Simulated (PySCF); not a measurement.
Below is a simulated gas-phase C 1s photoelectron spectrum of `C[CH2][GeH2][Se][GeH3]`.

Every computed line was given a Gaussian of 0.6 eV full width at half maximum and an area set by the number of equivalent atoms; the highest printed point is 100. Method used: delta-SCF UKS SCAN, pcX-2 on the ionised atom, pcseg-1 elsewhere, spin-free X2C in PySCF 2.14.0.

binding energy (eV), intensity and a bar:
```
    289.5          0 
    289.6          1 
    289.7          3 #
    289.8          8 ##
    289.9         17 #####
    290.0         30 #########
    290.1         49 ###############
    290.2         68 #####################
    290.3         86 ##########################
    290.4         97 #############################
    290.5        100 ##############################
    290.6         94 ############################
    290.7         80 ########################
    290.8         61 ##################
    290.9         41 ############
    291.0         24 #######
    291.1         13 ####
    291.2          6 ##
    291.3          2 #
    291.4          1 
    291.5          0
```

**Question.** How many maxima does the curve show, and how many computed lines lie under it?

**Answer.** The curve has 1 maximum (at 290.5 eV). Under it lie 2 lines from 2 inequivalent carbon sites. At this width some lines have no maximum of their own.

**Question.** Decompose the envelope and assign each component. Numbering: `[CH3:1][CH2:2][GeH2:3][Se:4][GeH3:5]`.

**Answer.** 
| position (eV) | relative area | line | atoms | environment |
| --- | --- | --- | --- | --- |
| 290.32 | 1 | C 1s | C2 | sp3 carbon bound to germanium |
| 290.64 | 1 | C 1s | C1 | methyl carbon |

**Question.** What are the centre and the root-mean-square width of the whole band?

**Answer.** The area-weighted mean of the lines is 290.48 eV. Their own spread about it is 0.16 eV (rms) and each Gaussian has σ = 0.6/2.355 = 0.25 eV; the variances add, which gives 0.30 eV.

**Question.** Above which line width would these two lines show one maximum?

**Answer.** Two equal Gaussians merge once their distance is under 2σ = FWHM/1.177. With 0.32 eV between them that is a full width over 0.38 eV.

The listed C 1s values span 0.32 eV, from C2 (bonded to C, 2 H and Ge) to C1 (bonded to C and 3 H). Summing the Pauling electronegativity differences to the bonded atoms, each weighted by its formal bond order, gives -1.24 for the lowest site and -1.05 for the highest.

The curve has no shake-up lines and no vibrational structure. The structure is a single PBE0-D3(BJ)/def2-SVP conformer in the gas phase; no vibrational or solvent corrections.

Conformer computed: `[CH3:1][CH2:2][GeH2:3][Se:4][GeH3:5]`: C1–C2–Ge3–Se4 -53°, C2–Ge3–Se4–Ge5 -56°.
